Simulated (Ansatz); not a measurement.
Ligand exchange: C2H5F + BH2I → C2H5I + BH2F

Species: C2H5F `CCF`, singlet; BH2I `BI`, singlet; C2H5I (iodoethane) `CCI`, singlet; BH2F `BF`, singlet. The partners trade F for I: C–F and B–I bonds give way to C–I and B–F.

Shapes, held fixed at every level: PBE0-D4/def2-TZVP. Programs: Ansatz 0.2.0. The zero-point and thermal change to 298 K, harmonic and unscaled (PBE0-D4/def2-TZVP), is +0.4 kJ/mol.

| level | kind | ΔH(298 K) (kJ/mol) | less CCSD(T)/def2-TZVPP |
| --- | --- | --- | --- |
| HF/def2-SVP | Hartree–Fock | -95.3 | +11.6 |
| HF/def2-TZVPP | Hartree–Fock | -100.8 | +6.1 |
| r2SCAN-D4/def2-TZVPP | meta-GGA | -100.9 | +6.0 |
| wB97M-V/def2-TZVPP | range-separated hybrid | -105.5 | +1.4 |
| B2PLYP/def2-TZVPP | double hybrid | -106.9 | 0.0 |
| MP2/def2-SVP | perturbation theory | -114.8 | -7.9 |
| MP2/def2-TZVPP | perturbation theory | -114.4 | -7.5 |
| CCSD(T)/def2-TZVPP | coupled cluster or CI | -106.9 | 0.0 |

The highest level, CCSD(T)/def2-TZVPP, gives ΔH(298 K) = -106.9 kJ/mol; the levels span -114.8 to -95.3. The column of differences is taken from that level and isn't an error. No measured value is set beside it here. For atoms past krypton def2 sets carry core potentials with scalar relativity. Correlated rows may include outer-core shells of I, which these sets cover unevenly.
